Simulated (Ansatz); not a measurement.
`C[N](C)[Ge][OH]` and `C[N](C)[AlH][NH2]` differ in one atom or group.

Ansatz, PBE0-D4/def2-TZVP geometries, multiplicity 1. Each molecule was computed in one conformer, which needn't be the lowest.

Scalar relativity is left out up to krypton.

```csv
property,`C[N](C)[Ge][OH]`
zero-point energy (PBE0-D4/def2-TZVP) / kJ/mol,249.8
size of the dipole moment (ωB97M-V/def2-TZVPP) / D,2.58
HOMO–LUMO gap (B3LYP/def2-TZVPP) / eV,5.25
HOMO–LUMO gap (PBE0/def2-TZVPP) / eV,5.68
LUMO energy (ωB97M-V/def2-TZVPP) / eV,0.85
HOMO–LUMO gap (PBE/def2-TZVPP) / eV,3.70
```

Q: What does the change do to each property? (An estimate is asked.)

A: Ansatz gave: 
```
                                          property  `C[N](C)[AlH][NH2]`  shift
    zero-point energy (PBE0-D4/def2-TZVP) / kJ/mol                300.9   51.1
size of the dipole moment (ωB97M-V/def2-TZVPP) / D                 1.06  -1.52
             HOMO–LUMO gap (B3LYP/def2-TZVPP) / eV                 6.00   0.75
              HOMO–LUMO gap (PBE0/def2-TZVPP) / eV                 6.42   0.74
             LUMO energy (ωB97M-V/def2-TZVPP) / eV                 1.82   0.97
               HOMO–LUMO gap (PBE/def2-TZVPP) / eV                 4.41   0.71
```

With PBE0 the HOMO rises by 0.62 eV and the LUMO rises by 1.36 eV, so the gap widens by about 0.74 eV. PBE moves the HOMO by 0.64 eV and ωB97M-V by 0.56 eV. The zero-point energy changes by 51.1 kJ/mol with +6 modes. Dipoles are sizes alone; their direction can turn.

B3LYP here is the variant with VWN-RPA as its local correlation; programs differ in this.
